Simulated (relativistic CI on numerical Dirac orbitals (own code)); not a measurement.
# Tl XI: what numerical and physical settings do to a radial Dirac CI calculation

Reference input:

```
atom Tl  Z=81  charge=10  electrons=71
nucleus A=205  rms_radius_fm=5.4759
hamiltonian dirac-coulomb  breit=on  qed=on  c_scale=1
orbitals kli  potential=per-configuration
slater_scale 1
correlation none
mixing on
grid step=0.0125 r_max=23.6
scf mixing=0.4 start=green max_iterations=150 tolerance=2e-08 node_fill=0.05
configurations
  [Xe] 4f14 5d3
  [Xe] 4f14 5d2 6s
  [Xe] 4f14 5d2 5f
end
```

Computed lowest total energy -20207.24075 Ha, first excitation 16359.6 cm⁻¹, 36 SCF steps. Runs with settings changed; * marks those that are bad on purpose:

```
                                               Changed    Outcome  Lowest level  ΔE (Ha)  First excitation (cm⁻¹)  SCF steps                                                                        Message
node fill of the KLI weights 0.01, SCF tolerance 1e-10  converged    5d3 4F_3/2  0.00929                  16295.6         41                                                                               
                                      Slater scale 1.2  converged    5d3 4F_3/2  -0.0158                  15371.4         36                                                                               
                              nuclear radius 6.0235 fm  converged    5d3 4F_3/2    0.851                  16359.9         36                                                                               
                        configuration list: overfill *    refused                                                          0  configuration [Kr] 4d10 4f14 5s2 5d11: a shell holds more than 4l+2 electrons
                                            charge 9 *    refused                                                          0                   configuration [Xe] 4f14 5d3 has 71 electrons, the ion has 72
```
